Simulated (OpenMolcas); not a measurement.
**V4+: moving the ligands**

V4+ with 6 ligands (bromide) in trigonal prismatic coordination (D3h) at 2.49 Å, a polar angle of 52.0° against the regular 49.1°. A charge of +0.333 e stands 2.8 Å behind each ligand. Ligand basis ANO-RCC-VDZP.
```
V     0.0000    0.0000    0.0000
Br    1.9634    0.0000    1.5314
Br   -0.9817    1.7003    1.5314
Br   -0.9817   -1.7003    1.5314
Br    1.9634    0.0000   -1.5314
Br   -0.9817    1.7003   -1.5314
Br   -0.9817   -1.7003   -1.5314
```

```yaml
Program: OpenMolcas
Method: CASSCF
Basis: ANO-RCC-VDZP [5s4p2d1f]
Scalar_Hamiltonian: DKH2, point nucleus
Active_space: 1 electron in 5 orbitals (3d)
State_averaging: 2S+1 = 2 even, 5 roots
Spin-orbit_coupling: RASSI with atomic mean-field integrals over the reference wave functions
```

Runs around this geometry, states (labels of D3, the rotations of D3h). Energies in cm-1 above the lowest state or level, χT in cm3 K/mol.

```tsv
R (Å)	Polar angle / regular	Ground state	First state of that spin	First gap with spin-orbit (degeneracies)	χT at 300 K
2.49	1.06	2A1	2E 1272	1180 (2, 2)	0.383
2.65	1.06	2E	2A1 152.3	235.0 (2, 2)	0.477
2.49	1.166	2A1	2E 1223	1138 (2, 2)	0.382
```

The ground state changes within this set.

Ligand-to-metal charge-transfer states are missing. This ion would oxidise such ligands; the complex is a model and need not exist. With metal d orbitals alone and no dynamic correlation the field as a rule comes out too small, by tens of per cent, by up to half for chloride and softer ligands. The least metal-like active orbital is 73 % on the metal (Löwdin) and no ligand orbital is active, so the numbers are rough (holds for R = 2.49, ratio = 1.06). An orbital doublet at a regular site is open to a Jahn-Teller distortion, which this geometry leaves out (holds for R = 2.65, ratio = 1.06). The least metal-like active orbital is 74 % on the metal (Löwdin) and no ligand orbital is active, so the numbers are rough (holds for R = 2.65, ratio = 1.06). The least metal-like active orbital is 70 % on the metal (Löwdin) and no ligand orbital is active, so the numbers are rough (holds for R = 2.49, ratio = 1.166). No measured value stands beside these numbers; the geometry is a model, was not optimised and need not be the one that this ion takes.
